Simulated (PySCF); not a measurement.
InHF + Cl₂ → InCl₂ + HF

Level: PBE0 in the def2-TZVP basis family, computed in PySCF with density fitting; scalar-relativistic core potentials for atoms from Rb on, none lighter, no spin–orbit coupling; open shells unrestricted.

| species | state and structure | E (Eh) | ZPE (kJ/mol) | H(298 K) − H(0) (kJ/mol) | S° (J/(mol K)) |
| --- | --- | --- | --- | --- | --- |
| InHF | doublet, Cs, In–F 1.970 Å, In–H 1.779 Å; F–In–H 113.7° | -290.52000 | 14.8 | 11.2 | 269.4 |
| Cl₂ | singlet, D∞h, Cl–Cl 1.982 Å | -920.08940 | 3.5 | 9.1 | 222.5 |
| InCl₂ | doublet, C2v, In–Cl 2.353 Å (×2); Cl–In–Cl 119.5° | -1110.34894 | 4.5 | 13.9 | 313.8 |
| HF | singlet, C∞v, H–F 0.920 Å | -100.39188 | 24.9 | 8.7 | 173.6 |

Problem. What is the electronic reaction energy?

Solution. At PBE0/def2-TZVP, ΔE = -345.0 kJ/mol from the differences of the total energies times 2625.5, downhill. Chlorination of this kind underlies dry etching.

Problem. Add zero-point, thermal and entropy terms for 298.15 K and 1 bar.

Solution. ΔZPE = 11.1 and Δ[H(298) − H(0)] = 2.3 kJ/mol give ΔH° = -331.6 kJ/mol. ΔS° = -4.5 J/(mol K), so ΔG° = -331.6 − 298.15 × (-0.0045) = -330 kJ/mol.

The structures come from searches over a few start shapes, so lower isomers are not excluded.
